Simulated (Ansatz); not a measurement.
Consider the substitution at a C–F bond: `F[C@H]1O[C@H]1[SiH3]` + HI → `[SiH3][C@H]1O[C@@H]1I` + H–F.

Computed with Ansatz on PBE0-D4/def2-TZVP structures; ΔE is electronic, products minus reactants. CCSD(T)/CBS adds triple-zeta CCSD(T) − MP2 to the extrapolated MP2 energy (def2 sets, frozen cores). This one scheme is used for every species. DFT in def2-TZVPP. Elements past krypton have def2 core potentials. For I outer-core shells are correlated without core-valence functions, which leaves a few kJ/mol of doubt a bond.

| level | ΔE (kJ/mol) |
| --- | --- |
| PBE0-D4 | -5.1 |
| MP2/def2-TZVPP | -25.6 |

Question: What does CCSD(T)/CBS give? (Estimate.)

Answer: Computed: -19.3 kJ/mol. The listed levels differ from it by 14.2, -6.3 kJ/mol.

Largest T1 diagnostic among the species: 0.013.

The D4 term adds −9.2 kJ/mol with B3LYP and −4.9 kJ/mol with PBE0; it sums over pairs of atoms, weighted by their polarisabilities, and B3LYP, whose exchange is more repulsive, gets the larger term. In def2-TZVPP, CCSD(T) changes the Hartree–Fock value by −32.8 kJ/mol (the triples alone add −5.6 kJ/mol) and MP2 by −49.2 kJ/mol.

B3LYP here is the variant with VWN-RPA as its local correlation; programs differ in this.
